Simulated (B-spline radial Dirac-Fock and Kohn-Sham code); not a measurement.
B²⁺ 2s: cross section and angular parameters

System: boron as B²⁺, [He] 2s1; threshold 38.30 eV (orbital energy of the model). Level of theory: Dirac-Hartree-Slater photoionisation with a Latter tail; cross sections with all multipoles, angular parameters from the dipole term and its interference with E2; an atomic code on a B-spline grid.

The run's input, task.json:

```json
{"items": [{
  "Z": 5,
  "q": 2,
  "cfg": [[1, 0, 2], [2, 0, 1]],
  "A": 11,
  "rrms": 2.406,
  "do": "xps",
  "hv": [61.1, 63.5, 84.2, 120.0, 142.0, 148.0, 150, 185.0, 200, 233.0, 268.0, 350.0, 573.0, 800, 1180.0, 1253.6, 1400.0, 1486.9, 1700.0, 2000, 2780.0, 4430.0, 4730.0, 5160.0, 5210.0, 7370.0, 7560.0, 8047.8, 9251.7]
}]}
```

Run with: `python xray2_run.py task.json out`

For linearly polarised light dσ/dΩ = σ/(4π) [1 + β P₂(cos θ) + (δ + γ cos²θ) sin θ cos φ], with θ from the polarisation vector and φ the angle between the beam and the projection of the electron momentum on the plane normal to the polarisation.

| hν (eV) | σ (kb) | β | γ |
| --- | --- | --- | --- |
| 61.1 | 457 | 2.000 | 0.000 |
| 63.5 | 426 | 2.000 | 0.003 |
| 84.2 | 249 | 2.000 | 0.032 |
| 120 | 120 | 2.000 | 0.079 |
| 142 | 83.2 | 2.000 | 0.105 |
| 148 | 75.9 | 2.000 | 0.111 |
| 150 | 73.6 | 2.000 | 0.113 |
| 185 | 45.8 | 2.000 | 0.150 |
| 200 | 38.2 | 2.000 | 0.164 |
| 233 | 26.6 | 2.000 | 0.196 |
| 268 | 19.0 | 2.000 | 0.225 |
| 350 | 9.86 | 2.000 | 0.288 |
| 573 | 2.83 | 2.000 | 0.426 |
| 800 | 1.17 | 2.000 | 0.538 |
| 1180 | 0.402 | 2.000 | 0.701 |
| 1253.6 | 0.338 | 2.000 | 0.730 |
| 1400 | 0.246 | 2.000 | 0.785 |
| 1486.9 | 0.206 | 2.000 | 0.817 |
| 1700 | 0.139 | 2.000 | 0.889 |
| 2000 | 0.0859 | 2.000 | 0.979 |
| 2780 | 0.0318 | 2.000 | 1.174 |
| 4430 | 0.00761 | 2.000 | 1.508 |
| 4730 | ? | ? | ? |
| 5160 | 0.00473 | 2.000 | 1.644 |
| 5210 | 0.00458 | 2.000 | 1.652 |
| 7370 | 0.00152 | 2.000 | 1.998 |
| 7560 | 0.00140 | 2.000 | 2.025 |
| 8047.8 | 0.00114 | 2.000 | 2.091 |
| 9251.7 | 0.000729 | 2.000 | 2.243 |

Q: Give the values at 4730 eV.

A: σ = 0.00621 kb, β = 2.000, γ = 1.565. For an s subshell δ is negligible.

Values without a named source are computed, but for edge energies of neutral atoms, which are taken from tables.
